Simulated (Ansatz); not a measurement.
Consider the redistribution: `O[SiH](Cl)[O][GeH3]` + `C[SiH2]N` → `N[SiH](O)Cl` + `C[SiH2][O][GeH3]`.

Gas-phase electronic energies from Ansatz, PBE0-D4/def2-TZVP geometries. CBS: MP2 limit from def2 TZ/QZ plus the TZ coupled-cluster correction, frozen cores. Functionals use def2-TZVPP. B3LYP here is the variant with VWN-RPA as its local correlation; programs differ in this. For Ge outer-core shells are correlated without core-valence functions, which leaves a few kJ/mol of doubt a bond. Scalar relativity is left out up to krypton. Each species was taken in one conformer, which may not be the lowest.

`O[SiH](Cl)[O][GeH3]`:

```xyz
10

O     0.326    1.717   -0.858
Si   -0.804    0.539   -0.919
Cl   -0.343   -0.693   -2.508
O    -0.788   -0.268    0.469
Ge    0.524   -0.958    1.469
H     0.717    2.011   -1.682
H    -2.160    1.060   -1.154
H    -0.063   -2.238    2.073
H     0.862    0.080    2.546
H     1.728   -1.251    0.563
```

`C[SiH2]N`:

Cartesian coordinates in Å:
```
C 0.749 0.259 1.153
Si -0.195 0.492 -0.446
N -0.858 -0.928 -1.156
H 1.128 1.219 1.518
H 1.604 -0.408 1.013
H 0.110 -0.168 1.930
H 0.726 1.089 -1.452
H -1.331 1.419 -0.190
H -0.265 -1.600 -1.614
H -1.668 -1.373 -0.756
```

`N[SiH](O)Cl`:

```xyz
8

N     0.652    0.514    0.876
Si   -0.365    0.103   -0.423
O     0.165   -1.237   -1.186
Cl   -2.217   -0.156    0.436
H     0.279    0.948    1.704
H     1.624    0.732    0.733
H    -0.513    1.090   -1.508
H     0.376   -1.993   -0.633
```

`C[SiH2][O][GeH3]`:

Cartesian coordinates in Å:
```
C 0.132 -0.219 2.233
Si 0.220 0.603 0.570
O -0.185 -0.487 -0.584
Ge -0.321 -0.414 -2.351
H -0.877 -0.587 2.430
H 0.399 0.489 3.022
H 0.821 -1.065 2.285
H 1.598 1.121 0.318
H -0.710 1.770 0.516
H -0.756 -1.816 -2.789
H 1.053 -0.041 -2.933
H -1.374 0.646 -2.719
```

```tsv
level	ΔE (kJ/mol)
PBE-D4	2.5
PBE0-D4	2.6
PBE	1.5
B3LYP	1.4
MP2/def2-TZVPP	2.1
CCSD(T)/def2-TZVPP	2.5
MP2/CBS(def2)	1.9
CCSD/CBS(def2)	2.2
```

Problem. What does CCSD(T)/CBS give? (Estimate.)

Solution. Computed: +2.3 kJ/mol. The listed levels differ from it by 0.2, 0.3, -0.8, -0.9, -0.2, 0.2, -0.4, -0.1 kJ/mol.

Largest T1 diagnostic among the species: 0.011.
